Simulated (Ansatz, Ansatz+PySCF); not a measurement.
```xyz
8

C     1.0182    0.0000    0.0000
C     0.0000    1.0182    0.0000
C    -1.0182    0.0000    0.0000
C     0.0000   -1.0182    0.0000
F     2.3582    0.0000    0.0000
F     0.0000    2.3582    0.0000
F    -2.3582    0.0000    0.0000
F     0.0000   -2.3582    0.0000
```

Basis set: def2-SVP (spherical functions). Charge 0, multiplicity 3.

Computed with Ansatz (development build ahead of 0.2.0); each method stands on the lowest determinant of its kind that the runs found. Restricted functionals stand beside restricted open-shell atoms, which can lie above the unrestricted atoms usual in DFT and then raise those values.

The atomization energy at this shape (free ground-state atoms in the same class of orbitals less the molecule, no zero-point energy) of triplet C₄F₄:

```tsv
method	atomization energy
ωB97X (unrestricted)	36.68 eV
PBE0 (unrestricted)	37.47 eV
PBE0 (restricted open-shell)	37.75 eV
UHF	23.00 eV
```

Question: What does ROHF give?

Answer: 23.63 eV. Caution: another spin multiplicity may lie lower.

The shape needn't be a minimum at these levels.
